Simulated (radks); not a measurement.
Polarisability of neutral silver, [Kr] 4d10 5s1, at imaginary frequency. All-electron calculation, scalar-relativistic Kohn-Sham, exchange-only LDA, spin-polarised, spherical densities, finite nucleus; open shells are filled with parallel spins first (spin-orbit coupling, left out, can overturn this in heavy ions); Fermi nuclear charge, rms radius 4.5454 fm. Program: a radial shooting solver on a logarithmic mesh with Libxc functionals. Response by self-consistent Sternheimer equations with the Hartree and adiabatic exchange-only LDA kernel, the relativistic mass of each level held fixed and spin-orbit coupling left out.

| w (hartree) | alpha1(iw) (bohr^3) | alpha2(iw) (bohr^5) |
|---|---|---|
| 0.00266 | 51.28 | 504.5 |
| 0.0143 | 50.90 | 502.3 |
| 0.0360 | 48.89 | 490.4 |
| 0.0697 | 43.59 | 456.7 |
| 0.118 | 35.05 | 392.7 |
| 0.186 | 25.83 | 304.8 |
| 0.280 | 18.23 | 213.8 |
| 0.413 | 12.69 | 138.1 |
| 0.605 | 8.751 | 83.86 |
| 0.892 | 5.881 | 48.32 |
| 1.35 | 3.725 | 26.18 |
| 2.12 | 2.109 | 12.92 |
| 3.59 | 0.9845 | 5.447 |
| 6.94 | 0.3396 | 1.708 |
| 17.5 | 0.07420 | 0.2970 |

Static values: alpha1 = 51.30 bohr^3 (7.601 angstrom^3; uncoupled 81.59), alpha2 = 504.6 bohr^5, alpha3 = 10670 bohr^7. C6 = 414.3, C8 = 21730, triple-dipole C9 = 14080 atomic units. One-pole (London) frequency 4 C6 / (3 alpha1^2) = 0.210 hartree, against 0.156 for minus the highest occupied eigenvalue. Recommended static value: 55 bohr^3 (Schwerdtfeger and Nagle, 2023 table).
